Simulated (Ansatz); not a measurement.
`[CH3][Sb]1[CH2]O[CH2]1`, relaxed with RKS PBE0-D4/def2-TZVP in Ansatz from a PBE-D4/def2-SVP geometry. The force threshold is 0.005 eV/Å; the program also tests the step.

Total charge 0; spin multiplicity 1. Sb: def2 effective core potential.

Start:

```xyz
12

C    -1.272   -0.518    1.300
Sb    0.468   -1.379    0.277
C     1.404    0.655    0.083
O     0.509    1.079   -0.940
C     0.060   -0.129   -1.545
H    -1.098   -0.506    2.394
H    -1.413    0.513    0.925
H    -2.173   -1.127    1.088
H     2.462    0.578   -0.266
H     1.351    1.327    0.965
H    -0.996   -0.041   -1.877
H     0.697   -0.451   -2.404
```

```tsv
step	energy (eV)	largest force (eV/Å)	largest move (Å)
1	-11804.7163	0.887	0.000
2	-11804.7920	0.438	0.087
3	-11804.7996	0.168	0.038
4 (rejected)	-11804.7993	0.345	0.033
5	-11804.8049	0.037	0.016
6	-11804.8053	0.022	0.007
7	-11804.8054	0.015	0.006
8	-11804.8054	0.001	0.006
```

End:

```xyz
12

C    -1.265   -0.517    1.293
Sb    0.451   -1.317    0.261
C     1.406    0.647    0.087
O     0.581    1.064   -0.992
C     0.060   -0.137   -1.543
H    -1.081   -0.520    2.368
H    -1.443    0.503    0.950
H    -2.138   -1.136    1.086
H     2.460    0.576   -0.208
H     1.306    1.325    0.937
H    -0.984   -0.008   -1.836
H     0.646   -0.480   -2.404
```

Hardware: 4 threads of an Arm Neoverse V1 on a shared host. Wall time 36 s, peak host memory 0.62 GiB.
